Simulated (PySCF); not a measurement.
Start geometry of `C=C[Si]1(C(C)(C)C)[SiH2][SiH2][SiH2]1` from GFN2-xTB (Å):
```
atom  x, y, z in Å
C1    -1.5940    2.8706    0.3205
C2    -0.4729    2.2424    0.1837
Si3   -0.3932    0.3587    0.1141
C4     1.5185   -0.1289   -0.0808
C5     2.0418    0.4131   -1.3978
C6     1.5785   -1.6492   -0.1025
C7     2.3244    0.3960    1.0904
Si8   -1.4999   -0.7448    1.8823
Si9   -2.8822   -1.8101    0.3127
Si10  -1.8222   -0.6646   -1.4529
H11   -1.6878    3.9701    0.3644
H12   -2.5470    2.3694    0.3971
H13    0.4123    2.8453    0.1071
H14    1.9812    1.5095   -1.3979
H15    1.4750    0.0307   -2.2373
H16    3.0865    0.1402   -1.5086
H17    2.6205   -1.9610   -0.2208
H18    1.1947   -2.0762    0.8326
H19    1.0049   -2.0762   -0.9242
H20    3.3365    0.1188    0.9849
H21    2.2520    1.4843    1.1340
H22    1.9589   -0.0249    2.0250
H23   -2.2107    0.1361    2.8146
H24   -0.7414   -1.6210    2.7727
H25   -4.3111   -1.6085    0.4322
H26   -2.7932   -3.2666    0.2506
H27   -1.2237   -1.4994   -2.5108
H28   -2.6706    0.2661   -2.2085
```

What comes out of this run: PBE0-D3(BJ)/def2-SVP geometry optimisation, gas phase (PySCF 2.14.0)?

```
atom  x, y, z in Å
C1    -1.3864    3.0757    0.8289
C2    -0.8748    2.2776   -0.1159
Si3   -0.8465    0.4079   -0.0165
C4     0.9523   -0.2650   -0.0471
C5     1.6267    0.1842   -1.3456
C6     0.9257   -1.7923    0.0245
C7     1.6996    0.3044    1.1608
Si8   -2.1227   -0.5757    1.7230
Si9   -2.8549   -2.2135    0.1813
Si10  -2.2169   -0.7541   -1.5679
H11   -1.3853    4.1674    0.7319
H12   -1.8349    2.6721    1.7442
H13   -0.4499    2.7496   -1.0129
H14    1.6764    1.2818   -1.4250
H15    1.0991   -0.1969   -2.2348
H16    2.6637   -0.1943   -1.3879
H17    1.9541   -2.1951    0.0121
H18    0.4457   -2.1551    0.9482
H19    0.3915   -2.2381   -0.8307
H20    2.7476   -0.0450    1.1634
H21    1.7140    1.4058    1.1507
H22    1.2413   -0.0154    2.1105
H23   -3.2696    0.3031    2.1230
H24   -1.4218   -1.0412    2.9623
H25   -4.2825   -2.6550    0.2525
H26   -1.9703   -3.4211    0.2263
H27   -1.5929   -1.3623   -2.7867
H28   -3.3860    0.0831   -1.9892
```

The energy falls by 0.514 eV over 27 energy and gradient evaluations, the largest force component goes from 0.0480 to 1.1e-04 Eh/bohr, and the atoms move by 0.651 Å rms after alignment. The bond that changes most is Si3–C4 (four-coordinate silicon to sp3 carbon bound to silicon), which shortens by 0.062 Å. Bonds longer at the end by more than 0.005 Å: 24 of 28; shorter: 3. Among the angles that change most is H25–Si9–H26, from 101.7° to 108.9°. Among the dihedrals that turn most is H13–C2–Si3–Si8, from 129° to -169°. Rotational constants go from 878.8, 555.3, 501.9 to 838.9, 596.6, 513.9 MHz. The orientation of the end geometry is arbitrary; only internal coordinates are fixed.

The run used 246 basis functions and 185 SCF cycles in all. On an Arm Neoverse N1 with one thread, shared host with 64 logical CPUs at a one-minute load of 61, this took 38 min wall and 1.1 GiB of memory at its peak.

Stationary, but not proved a minimum. The numbers are those of one conformer.
